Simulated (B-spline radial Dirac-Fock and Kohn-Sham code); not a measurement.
# K-shell conversion coefficients of Se against transition energy

Method: a Dirac-Hartree-Slater potential of the neutral atom with a Latter tail (no hole, which puts coefficients of high multipoles low close above an edge), finite nucleus with surface currents. Computed with an atomic code on a B-spline grid. Subshells within 1 keV of threshold and pair formation are left out.

```tsv
energy (keV)	E4	E5	M1	M2	M3	M4
18.6	19200	211000	11.5	535	10100	149000
20	20100	244000	9.24	404	7900	128000
26.1	13900	197000	4.20	144	2890	52600
40.2	3270	43600	1.19	27.2	467	7680
43.2	2430	31600	0.964	20.7	341	5430
44.6	2130	27300	0.879	18.3	297	4640
46.6	1770	22200	0.775	15.5	245	3740
50	1300	15800	0.633	11.9	180	2640
64.7	401	4220	0.304	4.53	57.7	723
89.7	82.6	707	0.122	1.37	13.7	137
100	48.1	383	0.0906	0.925	8.56	78.8
122	17.7	123	0.0529	0.457	3.64	28.8
200	1.47	7.25	0.0144	0.0847	0.464	2.53
210	1.15	5.50	0.0128	0.0721	0.381	2.01
227	0.783	3.54	0.0105	0.0559	0.279	1.39
233	0.689	3.06	0.00980	0.0514	0.252	1.23
274	0.312	1.25	0.00653	0.0306	0.134	0.579
283	0.267	1.04	0.00603	0.0276	0.118	0.499
410	0.0477	0.148	0.00247	0.00891	0.0297	0.0979
443	0.0339	0.101	0.00206	0.00710	0.0226	0.0707
500	0.0202	0.0559	0.00155	0.00501	0.0148	0.0430
639	0.00753	0.0183	0.000892	0.00253	0.00652	0.0164
932	0.00197	0.00399	0.000395	0.000941	0.00203	0.00422
1000	0.00157	0.00309	0.000341	0.000789	0.00165	0.00333
1080	0.00124	0.00236	0.000291	0.000653	0.00132	0.00258
1300	0.000716	0.00127	0.000201	0.000419	0.000791	0.00144
1480	0.000501	0.000851	0.000156	0.000311	0.000560	0.000972
2000	0.000235	0.000363	8.85e-05	0.000160	0.000263	0.000416
```

Question: How fast do they fall between 1300 and 2000 keV?

Answer: As powers of the energy: E4 E^-2.59, E5 E^-2.91, M1 E^-1.90, M2 E^-2.23, M3 E^-2.55, M4 E^-2.88. Within one type (E or M) the higher multipoles fall faster.
